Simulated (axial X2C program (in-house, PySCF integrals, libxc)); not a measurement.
**SnN: properties at the nuclei**

Computed with an in-house all-electron X2C program for linear molecules (integrals from PySCF): two-component X2C with atomic mean-field Coulomb and Gaunt terms, Gaussian nuclei, basis Sn dyall-cv3z, N dyall-av3z with contracted cores.

R = 1.966 Å (near the PBE0 minimum at charge 0 of the determinant lowest at the starting distance; the state shown can have its own minimum elsewhere).

Input and command:
```json
{"zs": [50, 7], "q": 0, "bas": ["dyall-cv3z", "dyall-av3z"], "r0": 1.9, "levels": ["PBE0", "HF", "BP86", "r2SCAN", "PBE50"], "nst": 3}
```
```bash
python soeom.py task.json out
```

Keys: zs atomic numbers; q charge; bas basis sets; r0 starting distance in Å; levels methods; nst determinants followed.

Determinant lowest in the PBE0 search, Ω = 3/2 (⟨Sz⟩ = 0.50, ⟨Lz⟩ = 1.00 at PBE0), spin on the atoms Sn -0.19, N 0.69:

| level | Eeff magnitude (GV/cm) | Ws magnitude Sn (kHz) | A∥/gI Sn (MHz) | qzz Sn (a.u.) | A∥/gI N (MHz) | qzz N (a.u.) | μ (D) |
| --- | --- | --- | --- | --- | --- | --- | --- |
| PBE0 | 0.474 | 0.215 | 399 | -7.07 | 28.3 | -0.96 | -3.35 |
| HF | 1.99 | 0.772 | 636 | -5.98 | -0.783 | -1.10 | -2.23 |
| BP86 | 0.199 | 0.124 | 297 | -6.81 | 50.5 | -0.99 | -3.24 |
| r2SCAN | 0.962 | 0.401 | 473 | -6.78 | 41 | -1.00 | -3.08 |
| PBE50 | 0.728 | 0.293 | 527 | -6.79 | 2.35 | -1.01 | -3.06 |

Eeff is the effective electric field on the electron electric dipole moment in this Ω state and Ws the scalar–pseudoscalar constant of the nucleus named (defined with the proton number Z and per Ω); A∥ (defined per Ω) follows by multiplying with gI = μI/(I μN); qzz is the electric field gradient, eQq0 = 234.96 MHz × Q/barn × qzz; μ is positive if the N end (last atom) is positive. The operators were transformed with the bare-nucleus X2C matrices; with these basis sets, hyperfine constants and field gradients can be off by tens of per cent, and where levels differ in sign neither size nor sign is settled.

With Q(14N) = 0.02044 barn (Q from Pyykkö, Mol. Phys. 2018), turn the PBE0 values of the first state into constants in MHz.

eQq0(14N) = 234.96 × (0.02044) × (-0.96) = -4.61 MHz.

Each state is one determinant with collinear spin. Unrestricted Hartree–Fock can overshoot spin polarisation at the nuclei. Where Eeff spreads by more than a factor of two the levels disagree and none is to be relied on. The search compared states at one distance, so a state with another bond length can lie lower. Further determinants of the search, some of them spin-mixed, are not shown. Where a field gradient or hyperfine factor spreads by more than a factor of two over the levels, a constant derived from it is not to be relied on.
